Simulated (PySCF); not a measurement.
A structure optimised at PBE0-D3(BJ)/def2-SVP, used in a PySCF frequency run:

```
C
F 1 1.3647
H 1 1.1027 2 107.98
C 1 1.5306 3 112.86 2 130.25
H 4 1.0986 1 119.74 3 -27.71
H 4 1.1004 5 109.97 1 127.37
C 4 1.5306 5 119.74 6 127.37
F 7 1.3647 4 116.51 5 -98.07
H 7 1.1027 8 107.98 4 -128.19
C 1 1.5306 3 112.86 2 -130.25
H 10 1.0986 1 119.74 3 27.71
H 10 1.1004 11 109.97 1 -127.37
```

Write its SMILES, formula and point group.

F[C@H]1C[C@@H](F)C1, C4H6F2, C2v

What are its rotational constants (standard atomic weights)?

8.7662, 2.2604, 2.0646 GHz
